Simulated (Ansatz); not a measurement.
The same molecule with X = V, Nb, Ta. Ansatz, PBE0-D4/def2-TZVP geometries, multiplicity 1. Each molecule was computed in one conformer, which needn't be the lowest.

Elements past krypton have def2 core potentials. Scalar relativity is left out up to krypton.

```tsv
X	molecule	mean X–N bond length / Å	mean X–O bond length / Å	size of the dipole moment (ωB97M-V/def2-TZVPP) / D	HOMO–LUMO gap (PBE0/def2-TZVPP) / eV	HOMO energy (PBE0/def2-TZVPP) / eV
Nb	`[NH]=[Nb]([OH])([OH])[OH]`	1.745	1.912	2.15	6.87	-7.47
Ta	`[NH]=[Ta]([OH])([OH])[OH]`	1.768	1.919	2.61	6.99	-7.21
```

(1) Give the row for X = V, `[NH]=[V]([OH])([OH])[OH]`. (Best estimate.)

Answers

(1) Ansatz gave: 
```tsv
X	molecule	mean X–N bond length / Å	mean X–O bond length / Å	size of the dipole moment (ωB97M-V/def2-TZVPP) / D	HOMO–LUMO gap (PBE0/def2-TZVPP) / eV	HOMO energy (PBE0/def2-TZVPP) / eV
V	`[NH]=[V]([OH])([OH])[OH]`	1.605	1.774	1.88	6.48	-8.28
```

From V to Ta the mean X–N bond length rises at each step, by 0.163 Å in all; the mean X–O bond length rises at each step, by 0.145 Å in all; the HOMO–LUMO gap (PBE0/def2-TZVPP) rises at each step, by 0.51 eV in all; the HOMO energy (PBE0/def2-TZVPP) rises at each step, by 1.07 eV in all. Dipoles are sizes alone, and their direction can turn along the series.
